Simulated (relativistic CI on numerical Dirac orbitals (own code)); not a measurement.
**Mn⁴⁺: calculation against measurement**

Calculated at this level of theory: Dirac-Coulomb-Breit CI, orbitals from a KLI potential per configuration, model QED, valence Slater integrals scaled by 0.85, configuration energies shifted to the measured levels that pair with them (semi-empirical) (own radial code, finite nucleus).

CI space (outside the closed core [Ne]): 3s²3p⁶3d³, 3s²3p⁶3d²4s, 3s²3p⁶3d²4p, 3s²3p⁵3d⁴, 3s²3p⁶3d²4d, 3s²3p⁶3d²5s, 3s²3p⁴3d⁵, 3s²3p⁶3d²5p, 3s²3p⁶3d²4f, 3s²3p⁶3d4s², 3s²3p⁶3d²5d, 3s3p⁶3d⁴, 3s²3p⁶3d4s4p, 3s²3p⁶3d²5f, 3s²3p⁶3d²5g, 3s²3p⁶3d4p², 3s²3p⁶3d4s4d, 3s²3p⁵3d³4s, 3s²3p⁶3d4p4d. Levels of other configurations are missing.

```
Configuration  Term (tabulated)     J  Measured (cm⁻¹)  Computed  Error  Purity (%)
    3s²3p⁶3d³                4F   3/2              0.0         0      0          99
    3s²3p⁶3d³                4F   5/2            359.0       346    -13          99
    3s²3p⁶3d³                4F   7/2            835.1       806    -29          99
    3s²3p⁶3d³                4F   9/2           1412.2      1363    -49          99
    3s²3p⁶3d³                4P   1/2          16434.0     15415  -1019          98
    3s²3p⁶3d³                4P   3/2          16594.6     15559  -1036          96
    3s²3p⁶3d³                4P   5/2          17048.6     16014  -1034          98
    3s²3p⁶3d³                2G   7/2          17892.4     17252   -640          99
    3s²3p⁶3d³                2G   9/2          18398.8     17748   -651          98
    3s²3p⁶3d³                2P   3/2          22918.8     20823  -2096          62
    3s²3p⁶3d³                2P   1/2          23081.6     20945  -2137          98
    3s²3p⁶3d³               2D2   5/2          24630.0     22542  -2088          98
    3s²3p⁶3d³               2D2   3/2          24670.5     22521  -2149          64
    3s²3p⁶3d³                2H   9/2          24974.8     24703   -272          98
    3s²3p⁶3d³                2H  11/2          25333.8     25056   -278          99
    3s²3p⁶3d³                2F   7/2          40423.3     38531  -1893          99
    3s²3p⁶3d³                2F   5/2          40707.1     38804  -1903          98
    3s²3p⁶3d³               2D1   5/2          62608.2     57967  -4641          98
    3s²3p⁶3d³               2D1   3/2          62853.5     58238  -4615          98
  3s²3p⁶3d²4s                4F   3/2         176945.5    176998     52         100
  3s²3p⁶3d²4s                4F   5/2         177326.2    177362     36          99
  3s²3p⁶3d²4s                4F   7/2         177872.6    177886     13         100
  3s²3p⁶3d²4s                4F   9/2         178572.2    178559    -13         100
  3s²3p⁶3d²4s                2F   5/2         183537.8    183227   -310          99
  3s²3p⁶3d²4s                2F   7/2         184633.3    184280   -353          99
  3s²3p⁶3d²4p               4G°   5/2         241907.1    241958     51          91
  3s²3p⁶3d²4p               4G°   7/2         242766.9    242767      0          90
  3s²3p⁶3d²4p               4F°   3/2         243120.9    242725   -396          94
  3s²3p⁶3d²4p               4F°   5/2         243678.5    243262   -417          94
  3s²3p⁶3d²4p               4G°   9/2         243803.1    243749    -54          88
  3s²3p⁶3d²4p               4F°   7/2         244382.1    243943   -439          92
  3s²3p⁶3d²4p               4G°  11/2         245046.7    244967    -80         100
  3s²3p⁶3d²4p               4F°   9/2         245135.6    244683   -452          88
  3s²3p⁶3d²4p               2F°   5/2         245497.8    245282   -215          64
  3s²3p⁶3d²4p               2D°   3/2         246161.2    246868    707          62
  3s²3p⁶3d²4p               2F°   7/2         246324.7    245980   -344          56
  3s²3p⁶3d²4p               4D°   1/2         246539.1    245999   -540          99
  3s²3p⁶3d²4p             4D° †   5/2         246897.6    246434   -464          68
  3s²3p⁶3d²4p             4D° †   3/2         247222.1    245780  -1442          62
  3s²3p⁶3d²4p             4D° †   7/2         247705.2    247241   -464          57
  3s²3p⁶3d²4p               2D°   5/2         248088.4    247825   -264          81
  3s²3p⁶3d²4p               2G°   7/2         250966.5    250741   -226          99
  3s²3p⁶3d²4p               2G°   9/2         251719.6    251471   -248          98
  3s²3p⁶3d²4p               2S°   1/2         253893.8    254893    999          98
  3s²3p⁶3d²4p               4S°   3/2         257436.8    257835    398          84
  3s²3p⁶3d²4p               2P°   3/2         259043.8    259182    138          80
  3s²3p⁶3d²4p               2F°   5/2         259583.3    259975    391          93
  3s²3p⁶3d²4p               2P°   1/2         260042.8    260058     15          97
  3s²3p⁶3d²4p               4D°   1/2         260460.8    261177    717          98
  3s²3p⁶3d²4p               2F°   7/2         260680.8    261023    343          91
  3s²3p⁶3d²4p               4D°   3/2         260806.2    261501    695          94
  3s²3p⁶3d²4p               4D°   5/2         261464.4    262123    658          87
  3s²3p⁶3d²4p               2D°   3/2         262252.0    262754    502          89
  3s²3p⁶3d²4p               4D°   7/2         262574.9    263186    611          92
  3s²3p⁶3d²4p               2D°   5/2         262836.1    263353    517          84
  3s²3p⁶3d²4p               4P°   1/2         264400.6    265049    648          98
  3s²3p⁶3d²4p               4P°   3/2         264732.4    265363    631          98
  3s²3p⁶3d²4p               4P°   5/2         265488.4    266085    596          94
  3s²3p⁶3d²4p               2G°   7/2         265579.3    264426  -1153          97
  3s²3p⁶3d²4p               2G°   9/2         265734.0    264562  -1172          98
  3s²3p⁶3d²4p               2D°   5/2         269955.4    270237    282          98
  3s²3p⁶3d²4p               2D°   3/2         269968.3    270280    311          97
  3s²3p⁶3d²4p               2H°   9/2         271494.6    270693   -801          99
  3s²3p⁶3d²4p               2H°  11/2         272640.4    271779   -861         100
  3s²3p⁶3d²4p               2P°   1/2         272982.9    273143    160          99
  3s²3p⁶3d²4p               2P°   3/2         273212.3    273363    150          97
  3s²3p⁶3d²4p               2F°   7/2         276592.0    275024  -1568          99
  3s²3p⁶3d²4p               2F°   5/2         277398.1    275787  -1611          99
```

Measured levels from Corliss and Sugar, J. Phys. Chem. Ref. Data 6, 1253 (1977); pairs were made by configuration, J and term (by order where the table uses no LS term), so strongly mixed levels may be paired wrongly.

Mean error by configuration (cm⁻¹): 3s²3p⁶3d³ -1475; 3s²3p⁶3d²4s -96; 3s²3p⁶3d²4p -33. Over the excited levels the mean absolute error is 745 cm⁻¹ (67 of the 67 excited levels that our extract of the source holds in range could be paired), and the median relative error of those above 1,000 cm⁻¹ is 0.22 %, both after the shifts were fitted to these levels, so that a configuration with one level shows no error. † marks terms whose computed intervals miss the measured ones by more than a factor of 2.5, or configurations far off the rest, from wrong mixing, a near crossing or a doubtful label or measurement; they are left out of the means.

Configurations whose levels could be paired with our table of measured levels were shifted onto them, all but the ground configuration, by the median error of their levels; single terms can still be off by 1,000 to 2,000 cm⁻¹ or more, and rates follow the energies as ν³ (E1, M1) or ν⁵ (E2). The others borrow a shift and can be off by several thousand cm⁻¹ or more. 67 of the 67 excited levels that our extract of the measured tables holds in this range could be paired (the sources list more); they are missed by 747 cm⁻¹ on average and 4641 at most, after the shifts were fitted to these levels, and levels without a partner can miss by more.

Shifts applied (cm⁻¹): 3s²3p⁶3d³ 0; 3s²3p⁶3d²4s -15606; 3s²3p⁶3d²4p -13952.
